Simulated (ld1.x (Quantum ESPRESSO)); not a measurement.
Before and after: RRKJ potential for nickel (Ni)

| Property | Result |
| --- | --- |
| Element | nickel (Ni) |
| Generator | ld1.x (Quantum ESPRESSO) 7.5 |
| Type | norm-conserving RRKJ (Kleinman–Bylander form) |
| Functional | PBE |
| Relativity | fully relativistic |
| Frozen core | [Ar] |
| Valence charge | 10 |
| Reference configuration | 3d8 4s2 4p0 |
| Partial waves | 4s (bound): rc 2.20 bohr; 4p (bound, empty): rc 3.35 bohr; 3d (bound): rc 1.05 bohr |
| Local potential | all-electron potential smoothed inside 1.95 bohr (lloc = -1) |
| Core correction | none |
| rho0 | 0.001 |

Open shells are filled in proportion to 2j + 1 (rel_dist='average').

All-electron outer shells of the reference configuration (PBE, scalar-relativistic, ld1.x):

| shell | level (eV) | outermost node (bohr) | outermost maximum (bohr) |
| --- | --- | --- | --- |
| 3s | -111.06 | 0.30 | 0.64 |
| 3p | -71.39 | 0.27 | 0.65 |
| 3d | -8.87 | – | 0.63 |
| 4s | -5.64 | 0.92 | 2.24 |
| 4p | -1.22 | 1.00 | 3.17 |

Change: wave 4p (bound): rc 3.35 bohr becomes 4p (bound): rc 4.94 bohr.

Cutoffs: the cutoffs (Ry, on a coarse ladder) from which the occupation-weighted sum of valence levels, in a spherical-Bessel basis at the reference potential, stays within 10 and 1 mRy of its value at 400 Ry; they do not see the model core or the augmentation charge, which bear on the density cutoff. Errors are all-electron minus pseudo energies relative to the spin-unpolarised reference configuration.

Question: How do hardness, ghosts and transferability respond?

Answer: The potential gets neither clearly harder nor softer (160 Ry and 230 Ry → 160 Ry and 230 Ry); of the 7 tests that both files solve, the error grows in 2 and shrinks in 0 by more than 15 % and 0.3 meV (median size 50.1 → 50.1 meV); neither file shows a bound ghost.

```tsv
quantity	base	changed
cutoff, loose	160 Ry	160 Ry
cutoff, tight	230 Ry	230 Ry
bound ghosts	none	none
error for 3d8 4s1 4p0, meV [ΔE 9.32 eV]	+3.8	+3.8
error for 3d8 4s0 4p0, meV [ΔE 26.67 eV]	+50	+50
error for 3d7 4s0 4p0, meV [ΔE 64.14 eV]	+114	+114
error for 3d8 4s0 4p2, meV [ΔE 9.50 eV]	+12	+30
error for 3d8 4s1 4p1, meV [ΔE 4.59 eV]	+2.0	+5.3
error for 3d7 4s2 4p1, meV [ΔE 10.54 eV]	-237	-210
error for 3d7 4s2 4p0, meV [ΔE 16.12 eV]	-190	-190
```
